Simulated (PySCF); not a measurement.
**Working out the ionisation energy of F⁺**

F⁺ [He] 2s2 2p4 (3P) → F²⁺ [He] 2s2 2p3 (4S). Calculation: PySCF 2.14, in dyall-acv3z (15s9p4d2f, 76 functions); the spin-free X2C one-electron Hamiltonian (Gaussian nucleus). Frozen: nothing; the 5 highest virtual orbitals dropped. Energies in hartree (1 hartree = 27.21139 eV):

| part | F⁺ (lower) | F²⁺ (upper) |
| --- | --- | --- |
| UHF | -98.928515 | -97.701943 |
| CCSD correlation | -0.222766 | -0.174437 |
| (T) | -0.002552 | -0.001441 |

What does Hartree-Fock give?

(-97.701943) − (-98.928515) = 1.226572 hartree = 33.377 eV.

What do CCSD and CCSD(T) give?

The CCSD correlation energies differ by 0.048329 hartree = 1.315 eV and the triples by 0.001111 hartree = 0.030 eV, so CCSD gives 34.692 eV and CCSD(T) 34.722 eV.

Measured between the centres of the two terms (NIST): 34.950 eV, so CCSD(T) (valence and next inner shell) is off by -0.228 eV.

What remains against the reference includes basis incompleteness and higher excitations.
